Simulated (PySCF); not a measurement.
## Computed data sheet: `[SiH3][Si]([SiH3])([SiH2]P)c1ccccc1`

C6H15PSi4.
Atom-mapped SMILES: `[SiH3:1][Si:2]([SiH3:3])([SiH2:4][PH2:5])[c:6]1[cH:7][cH:8][cH:9][cH:10][cH:11]1` (hydrogens: H12, H13, H14 on Si1; H15, H16, H17 on Si3; H18, H19 on Si4; H20, H21 on P5; H22 on C7; H23 on C8; H24 on C9; H25 on C10; H26 on C11)

Some functional groups and rings: benzene ring, Si–H bond and C–Si bond.

From PBE0-D3(BJ)/def2-SVP geometry optimisation, gas phase (PySCF):

```yaml
Point_group: C1
Rotational_constants_A_B_C: 0.532, 0.428, 0.339 GHz
```

PBE0/def2-SVPD ground state and vertical TDDFT (core frozen in the response) (PySCF):

```yaml
Dipole_moment: 1.54 D
HOMO_energy: -6.98 eV
LUMO_energy: -0.97 eV
HOMO–LUMO_gap: 6.01 eV
Lowest_singlet_excitation: 5.13 eV (241 nm, f = 0.032)
Strongest_line_among_the_10_lowest_singlet_transitions: S6 at 5.71 eV (217 nm, f = 0.150)
Lowest_triplet_excitation_Tamm–Dancoff: 3.92 eV
Static_isotropic_polarisability: 220.9 au
Electronic_spatial_extent_⟨r²⟩_about_the_centre_of_nuclear_charge: 3811 bohr²
```

PBE0/pcSseg-1 ground state and GIAO shieldings, non-relativistic (PySCF):

```yaml
Lowest_Hirshfeld_atomic_charge: -0.09 e on C6
Highest_Hirshfeld_atomic_charge: +0.20 e on Si1/Si3
13C_chemical_shifts_computed_TMS_as_zero_by_class: 142.7 (C7/C11), 135.6 (C6), 135.2 (C9), 134.4 (C8/C10) ppm
1H_chemical_shifts_computed_TMS_as_zero_by_class: 7.54 (H22/H26), 7.49 (H24), 7.46 (H23/H25), 4.14 (H18/H19), 3.76 (H12/H13/H14/H15/H16/H17), 1.28 (H20/H21) ppm
Isotropic_shieldings_of_nuclei_other_than_C_and_H_by_class: 428 (Si4), 434 (Si2), 455 (Si1/Si3), 608 (P5) ppm
Mayer_bond_orders_between_heavy_atoms: Si1–Si2 0.91, Si2–Si3 0.87, Si2–Si4 0.86, Si4–P5 0.96, Si2–C6 0.84, C6–C7 1.40, C7–C8 1.46, C8–C9 1.42, C9–C10 1.43, C10–C11 1.45, C11–C6 1.42
```

Monoisotopic mass (most abundant isotopes): 229.9988 u.

The principal polarisabilities are 205.6, 216.2 and 240.8 au; their mean is the isotropic value. With B = h/(8π²I), that is 505.379 GHz u Å² over I, the principal moments of inertia are 949.4, 1180.0 and 1491.7 u Å² (most abundant isotopes). The rotational constants make it an asymmetric top with κ = (2B − A − C)/(A − C) = -0.1, midway between the prolate (−1) and oblate (+1) limits. No computed singlet falls in the visible range (750 to 380 nm, 1.65 to 3.26 eV); S1 lies 1.87 eV above its blue end. The largest Löwdin shares of the HOMO are 0.29 on P5, 0.16 on Si2, 0.13 on Si4 and 0.10 on Si3. The dipole matches unit charges of opposite sign 0.32 Å apart (1 e·Å = 4.8032 D). The polarisability is 32.73 Å³ as a volume (1 au = 0.148185 Å³), or 1.81 au for each of the 122 electrons. S1 lies 0.88 eV below the HOMO–LUMO gap; its leading configuration is HOMO→LUMO, weight 0.45, beside HOMO→LUMO+1, weight 0.24.

 NMR classes are plain means over equivalent atoms (diastereotopic ones count apart unless rotation or inversion swaps them), as if these changed places fast; in this geometry the members of some classes differ.

The values belong to the conformer `[SiH3:1][Si:2]([SiH3:3])([SiH2:4][PH2:5])[c:6]1[cH:7][cH:8][cH:9][cH:10][cH:11]1`: Si1–Si2–Si4–P5 70°, Si1–Si2–C6–C7 -163°, H–P5–Si4–Si2 -49°, H–P5–Si4–Si2 44°.
